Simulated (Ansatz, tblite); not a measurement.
Cost and result up the ladder for H5Au3 (the lowest singlet isomer of a short search) (8 atoms). Total charge 0; singlet. Geometry: r2SCAN-D4/def2-SVP.

| atom | x (Å) | y (Å) | z (Å) |
| --- | --- | --- | --- |
| Au1 | 0.762 | 1.433 | 0.545 |
| Au2 | -0.197 | -0.507 | -1.052 |
| Au3 | -0.442 | -0.525 | 1.902 |
| H4 | -0.201 | 0.177 | 3.308 |
| H5 | 0.203 | 0.079 | -2.465 |
| H6 | -0.734 | -1.596 | -2.022 |
| H7 | 1.356 | 2.321 | -0.596 |
| H8 | -0.747 | -1.382 | 0.380 |

Ansatz on 4 threads of Arm Neoverse V2 on a shared host; xTB runs through tblite on one thread. Times are rough, summed over both states, and most runs start from the orbitals of an earlier one. PBE0-D4/def2-TZVP serves as the yardstick here, not as an exact answer. The other state is a doublet.

In the def2 sets Au takes a core potential; there is no spin–orbit coupling. The xTB rows come from tblite. The structure comes from a short search, and lower isomers may exist.

Raw xTB energies of ions are shifted by several eV.

```tsv
level	functions	wall time
GFN2-xTB	32	0.006 s
GFN1-xTB	37	0.009 s
PBE-D4/def2-TZVP	150	4.3 s
PBE0-D4/def2-TZVP	150	6.1 s
r2SCAN-D4/def2-TZVP (with forces)	150	9.4 s
```

Estimate what each level gives for the vertical IE (eV).


| level | vertical IE (eV) | difference from PBE0-D4/def2-TZVP (eV) |
| --- | --- | --- |
| GFN2-xTB | 13.33 | 3.69 |
| GFN1-xTB | 14.30 | 4.66 |
| PBE-D4/def2-TZVP | 9.49 | -0.16 |
| PBE0-D4/def2-TZVP | 9.65 | 0.00 |
| r2SCAN-D4/def2-TZVP (with forces) | 9.60 | -0.05 |
